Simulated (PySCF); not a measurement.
An unknown is described by computed data only.

Formula: CAlCl2F3.

| Property | Result |
| --- | --- |
| XPS | Cl2p3/2 206.7 (×2), C1s 297.7, F1s 694.1 (×3), Al1s 1569.4, Cl1s 2829.2 (×2) eV [ΔSCF SCAN, pcX-2 on the ionised atom, pcseg-1 elsewhere, spin-free X2C, 2p3/2 from a spin–orbit splitting computed afterwards within the 2p shell] |
| NMR, other nuclei | isotropic shieldings of nuclei other than C and H, by class: 233 (3 F), 395 (1 Al), 902 (2 Cl) ppm [GIAO B3LYP/pcSseg-1 (pcSseg-2 on Al)] |
| Polarisability | 63.9 au [wB97X-D/def2-SVPD] |
| UV, strongest line | among the 15 lowest singlet transitions: S13 at 9.28 eV (134 nm, f = 0.376) [TDDFT wB97X-D/def2-SVPD] |
| 13C NMR | chemical shifts (computed TMS as zero) by class: 134.9 (1 C) ppm [GIAO B3LYP/pcSseg-1 (pcSseg-2 on Al)] |
| UV, first state | lowest singlet excitation: 6.54 eV (190 nm, f = 0.008) [TDDFT wB97X-D/def2-SVPD] |
| Rotational structure | rotational constants A, B, C: 1.588, 1.080, 0.724 GHz [PBE0-D3(BJ)/def2-SVP] |
| Triplet | lowest triplet excitation (Tamm–Dancoff): 6.07 eV [TDA wB97X-D/def2-SVPD] |
| Dipole | 0.99 D [wB97X-D/def2-SVPD] |

Gas-phase values; electronic properties from PySCF, density fitting. Levels stand in brackets. Isolated species at its PBE0-D3(BJ)/def2-SVP geometry, gas phase. NMR values are class means; diastereotopic atoms form classes of their own.

Question: Propose a structure and show how it fits.

Answer: The one carbon: carbon bonded to Al and 3 F (134.9 ppm). The other shieldings belong to: 233 ppm, fluorine bonded to C; 395 ppm, aluminium bonded to C and 2 Cl; 902 ppm, chlorine bonded to Al. The core levels belong to: Cl2p3/2 206.7 eV, chlorine bonded to Al; C1s 297.7 eV, carbon bonded to Al and 3 F; F1s 694.1 eV, fluorine bonded to C; Al1s 1569.4 eV, aluminium bonded to C and 2 Cl; Cl1s 2829.2 eV, chlorine bonded to Al. One atom of each topological class was ionised and stands for its class. By its constants the optimised geometry is an asymmetric top. Structure: AlCl2(CF3), `F[C](F)(F)[Al]([Cl])[Cl]`. The assignments are read from this structure; whether some other isomer fits the data as well wasn't checked.
